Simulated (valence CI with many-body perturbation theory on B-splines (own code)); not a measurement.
**E1 line list for Mo27+**

Computed by relativistic CI+MBPT: five valence electrons over a frozen Dirac-Fock core [Ne], radial functions for each j: 11 s, 11 p, 10 d, 8 f, 5 g, 2 h, with the one-electron correlation potential Σ1, the two-electron term Σ2, the three-electron term Σ3, Breit, model QED; selected CI, second order for the rest, scaled by the run's own slope (own B-spline code, finite nucleus).

The last digits are not significant, and no measured levels were compared; by estimate large intervals hold to a few tenths of a per cent, small ones and those within an open d or f shell to about a per cent. Among the levels kept, up to 3700 cm⁻¹ of a level comes from second order outside the variational space, and about a tenth of that is noise between levels of different J, which matters for small intervals.

Lines 101 to 150 of 583 in falling wavelength, among levels below 2545200 cm⁻¹, chosen from the strongest by gf and those to the six lowest levels. Wavelengths and rates use the calculated energies. Electric multipoles are in the length gauge with retardation, E1 and E2 with the static RPA response of the core. Weak lines are less certain than strong ones. Lines between different terms over intervals too small for the method are left out, as are lines whose strength nearly cancels. Where a level lies close to another of its J and parity, the split of strength between their lines is uncertain. The highest levels of a list are the least certain.

Names give the largest LS component (configuration and term), which can be under half, so a name can repeat, a term be missing and a line seem to break the LS rules; names also repeat where a configuration has a term twice. Letters in brackets count levels of one name in rising energy.

```
λ vac (Å)                   Upper                  Lower   A (s⁻¹)  S (a.u.) with core polarisation  S without
    112.8   3s.3p3.3d 4P°_5/2 [c]      3s2.3p2.3d 4D_7/2  1.74e+10                         7.39e-02   7.57e-02
    112.7   3s.3p3.3d 2F°_7/2 [b]  3s2.3p2.3d 2F_7/2 [a]  9.47e+09                         5.35e-02   5.48e-02
    112.6   3s.3p3.3d 4F°_7/2 [c]      3s2.3p2.3d 4F_7/2  1.84e+10                         1.04e-01   1.06e-01
    112.5   3s.3p3.3d 2F°_7/2 [c]  3s2.3p2.3d 2D_5/2 [b]  7.80e+09                         4.39e-02   4.49e-02
    112.2  3s2.3p.3d2 4D°_3/2 [a]  3s2.3p2.3d 2D_5/2 [a]  2.01e+10                         5.62e-02   5.75e-02
    112.1      3s2.3p.3d2 2H°_9/2  3s2.3p2.3d 2F_7/2 [a]  1.12e+10                         7.78e-02   7.96e-02
    112.1             3p5 2P°_3/2          3s.3p4 4P_5/2  4.73e+09                         1.32e-02   1.35e-02
    112.0   3s.3p3.3d 2G°_9/2 [b]      3s2.3p2.3d 4D_7/2  1.25e+10                         8.68e-02   8.89e-02
    111.5  3s2.3p.3d2 2F°_5/2 [b]  3s2.3p2.3d 2D_5/2 [d]  1.68e+10                         6.88e-02   7.05e-02
    111.3  3s2.3p.3d2 2F°_7/2 [c]  3s2.3p2.3d 2F_7/2 [b]  1.57e+10                         8.55e-02   8.75e-02
    111.3       3s2.3p2.3d 4D_3/2        3s2.3p3 2D°_5/2  1.72e+10                         4.67e-02   4.79e-02
    111.3   3s.3p3.3d 4F°_5/2 [c]  3s2.3p2.3d 2P_3/2 [a]  9.22e+09                         3.76e-02   3.85e-02
    111.3  3s2.3p.3d2 2F°_5/2 [a]      3s2.3p2.3d 4P_3/2  9.46e+09                         3.86e-02   3.95e-02
    111.1      3s2.3p.3d2 4G°_5/2      3s2.3p2.3d 4D_3/2  1.72e+10                         6.99e-02   7.15e-02
    111.0  3s2.3p.3d2 4D°_5/2 [b]  3s2.3p2.3d 2F_7/2 [b]  9.43e+09                         3.82e-02   3.92e-02
    110.7   3s.3p3.3d 4D°_7/2 [c]      3s2.3p2.3d 4D_7/2  1.11e+10                         5.97e-02   6.11e-02
    110.6  3s2.3p.3d2 2P°_1/2 [a]  3s2.3p2.3d 2D_3/2 [b]  2.23e+10                         2.98e-02   3.05e-02
    110.3     3s2.3p.3d2 4G°_11/2      3s2.3p2.3d 2G_9/2  9.29e+09                         7.39e-02   7.56e-02
    110.3   3s.3p3.3d 2G°_9/2 [b]      3s2.3p2.3d 4F_7/2  5.96e+09                         3.95e-02   4.04e-02
    110.2   3s.3p3.3d 4D°_1/2 [d]  3s2.3p2.3d 2P_3/2 [a]  2.40e+10                         3.17e-02   3.25e-02
    110.0   3s.3p3.3d 4D°_3/2 [d]      3s2.3p2.3d 4P_5/2  1.25e+10                         3.28e-02   3.36e-02
    109.7   3s2.3p2.3d 2P_1/2 [b]        3s2.3p3 2P°_3/2  1.16e+10                         1.51e-02   1.55e-02
    109.5  3s2.3p.3d2 4F°_3/2 [a]      3s2.3p2.3d 4P_3/2  2.38e+10                         6.18e-02   6.33e-02
    109.3   3s.3p3.3d 4F°_3/2 [a]          3s.3p4 4P_5/2  9.97e+08                         2.57e-03   2.63e-03
    109.3      3s2.3p.3d2 4F°_5/2  3s2.3p2.3d 2D_5/2 [a]  1.44e+10                         5.58e-02   5.71e-02
    109.1   3s.3p3.3d 4F°_3/2 [b]      3s2.3p2.3d 2F_5/2  1.39e+10                         3.57e-02   3.66e-02
    108.6  3s2.3p.3d2 2D°_5/2 [a]  3s2.3p2.3d 2F_7/2 [b]  1.80e+10                         6.83e-02   7.00e-02
    108.4  3s2.3p.3d2 2P°_1/2 [a]  3s2.3p2.3d 2P_1/2 [c]  2.33e+10                         2.93e-02   3.01e-02
    108.3   3s2.3p2.3d 4D_1/2 [b]        3s2.3p3 2D°_3/2  2.67e+10                         3.34e-02   3.42e-02
    108.2  3s2.3p.3d2 2F°_5/2 [a]      3s2.3p2.3d 4P_5/2  2.39e+10                         8.95e-02   9.16e-02
    108.1   3s.3p3.3d 2D°_3/2 [e]  3s2.3p2.3d 2P_1/2 [b]  7.70e+10                         1.92e-01   1.97e-01
    108.1   3s.3p3.3d 2F°_7/2 [a]      3s2.3p2.3d 2F_5/2  8.09e+09                         4.03e-02   4.12e-02
    107.9       3s2.3p2.3d 4D_5/2        3s2.3p3 2D°_5/2  5.11e+09                         1.90e-02   1.95e-02
    107.9  3s2.3p.3d2 2P°_3/2 [b]  3s2.3p2.3d 2D_3/2 [c]  2.24e+10                         5.54e-02   5.68e-02
    107.9   3s.3p3.3d 4D°_3/2 [c]  3s2.3p2.3d 4D_1/2 [b]  1.42e+10                         3.51e-02   3.59e-02
    107.8   3s.3p3.3d 4D°_7/2 [d]      3s2.3p2.3d 4D_5/2  1.69e+10                         8.35e-02   8.56e-02
    107.7  3s2.3p.3d2 2F°_5/2 [a]      3s2.3p2.3d 2G_7/2  2.05e+10                         7.59e-02   7.77e-02
    107.6           3s.3p4 2P_3/2        3s2.3p3 2P°_1/2  3.18e+09                         7.82e-03   8.00e-03
    107.6   3s.3p3.3d 4P°_3/2 [b]  3s2.3p2.3d 4D_1/2 [a]  1.23e+10                         3.02e-02   3.09e-02
    107.5   3s.3p3.3d 2P°_3/2 [c]  3s2.3p2.3d 2D_5/2 [b]  3.11e+10                         7.63e-02   7.82e-02
    107.4   3s2.3p2.3d 2P_1/2 [c]        3s2.3p3 2P°_3/2  1.24e+10                         1.52e-02   1.55e-02
    107.4   3s.3p3.3d 4D°_5/2 [a]          3s.3p4 4P_5/2  5.05e+09                         1.85e-02   1.89e-02
    107.3  3s2.3p.3d2 4D°_7/2 [c]  3s2.3p2.3d 2F_7/2 [b]  1.17e+10                         5.70e-02   5.84e-02
    107.3   3s.3p3.3d 2P°_3/2 [c]  3s2.3p2.3d 2D_3/2 [b]  1.74e+10                         4.25e-02   4.35e-02
    107.2      3s2.3p.3d2 4P°_5/2  3s2.3p2.3d 2F_7/2 [b]  2.77e+10                         1.01e-01   1.03e-01
    107.1  3s2.3p.3d2 4G°_7/2 [b]      3s2.3p2.3d 4D_5/2  2.20e+10                         1.07e-01   1.09e-01
    107.0   3s.3p3.3d 4F°_3/2 [b]  3s2.3p2.3d 4D_1/2 [a]  1.89e+10                         4.56e-02   4.67e-02
    106.9  3s2.3p.3d2 2F°_7/2 [c]  3s2.3p2.3d 2D_5/2 [b]  2.36e+10                         1.14e-01   1.17e-01
    106.9      3s2.3p.3d2 4F°_5/2  3s2.3p2.3d 2D_3/2 [a]  3.10e+10                         1.12e-01   1.15e-01
    106.9  3s2.3p.3d2 4G°_7/2 [a]      3s2.3p2.3d 4D_7/2  8.32e+09                         4.01e-02   4.10e-02
```
